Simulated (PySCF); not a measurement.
# Calculated properties of `O=S(=O)(O)c1ccccc1`

C₆H₆O₃S.
SMILES with atom numbers: `[O:1]=[S:2](=[O:3])([OH:4])[c:5]1[cH:6][cH:7][cH:8][cH:9][cH:10]1` (hydrogens: H11 on O4; H12 on C6; H13 on C7; H14 on C8; H15 on C9; H16 on C10)

Cartesian coordinates in Å at the PBE0-D3(BJ)/def2-SVP level; atoms count from 1:
```xyz
16
C6H6O3S angstrom
O      2.6050   -0.6867    1.1040
S      2.1450    0.3136    0.1565
O      2.6434    1.6682    0.1473
O      2.4457   -0.2691   -1.3300
C      0.3763    0.3590    0.1907
C     -0.2795    1.4580   -0.3617
C     -1.6710    1.4819   -0.3455
C     -2.3830    0.4238    0.2215
C     -1.7100   -0.6622    0.7808
C     -0.3177   -0.7010    0.7698
H      2.5582   -1.2285   -1.2519
H      0.3028    2.2801   -0.7820
H     -2.2031    2.3353   -0.7711
H     -3.4750    0.4504    0.2346
H     -2.2714   -1.4810    1.2358
H      0.2363   -1.5281    1.2181
```

Among its groups: benzene ring.

PBE0-D3(BJ)/def2-SVP geometry optimisation, gas phase (PySCF):

| Quantity | Value |
| --- | --- |
| Point group | C1 |
| Rotational constants A, B, C | 2.618, 0.839, 0.729 GHz |

From wB97X-D/def2-SVPD ground state, ΔSCF and vertical TDDFT (core frozen in the response) (PySCF):

| Quantity | Value |
| --- | --- |
| Dipole moment | 5.03 D |
| HOMO energy | -9.93 eV |
| LUMO energy | 0.14 eV |
| HOMO–LUMO gap | 10.07 eV |
| Lowest singlet excitation | 5.37 eV (231 nm, f = 0.011) |
| Strongest line among the 10 lowest singlet transitions | S3 at 6.91 eV (179 nm, f = 0.445) |
| Lowest triplet excitation (Tamm–Dancoff) | 4.12 eV |
| Static isotropic polarisability | 97.2 au |
| Vertical ionisation energy | 10.01 eV |
| Electronic spatial extent ⟨r²⟩ about the centre of nuclear charge | 1580 bohr² |

CAM-B3LYP/pcSseg-1 ground state and GIAO shieldings, non-relativistic (PySCF):

| Item | Value |
| --- | --- |
| 13C chemical shifts (computed TMS as zero) by class | 150.3 (C5), 143.3 (C8), 137.8 (C7/C9), 136.9 (C6/C10) ppm |
| 1H chemical shifts (computed TMS as zero) by class | 8.14 (H12/H16), 7.68 (H14), 7.62 (H13/H15), 4.35 (H11) ppm |
| Isotropic shieldings of nuclei other than C and H, by class | 106 (O4), 110 (O1/O3), 163 (S2) ppm |

Monoisotopic mass (most abundant isotopes): 158.0038 u.

S1 lies 4.70 eV below the HOMO–LUMO gap; its leading configuration is HOMO→LUMO, weight 0.57, beside HOMO−1→LUMO+1, weight 0.30. The rotational constants make it an asymmetric top with κ = (2B − A − C)/(A − C) = -0.88, nearer the prolate limit (−1). In wavenumbers S1 is 43300 cm⁻¹ (1 eV = 8065.54 cm⁻¹). With B = h/(8π²I), that is 505.379 GHz u Å² over I, the principal moments of inertia are 193.1, 602.2 and 692.8 u Å² (most abundant isotopes); the inertial defect Ic − Ia − Ib is -102.5 u Å² (zero for a rigid planar frame, negative otherwise). The vertical singlet–triplet gap S1 − T1 is 1.25 eV (TDDFT singlet less Tamm–Dancoff triplet; S1: HOMO→LUMO, weight 0.57, beside HOMO−1→LUMO+1, weight 0.30; T1: HOMO−1→LUMO, weight 0.54, beside HOMO→LUMO+1, weight 0.28). No computed singlet falls in the visible range (750 to 380 nm, 1.65 to 3.26 eV); S1 lies 2.11 eV above its blue end. The polarisability is 14.40 Å³ as a volume (1 au = 0.148185 Å³), or 1.18 au for each of the 82 electrons.

 NMR classes are plain means over equivalent atoms (diastereotopic ones count apart unless rotation or inversion swaps them), as if these changed places fast; in this geometry the members of some classes differ.

One conformer stands for the species.
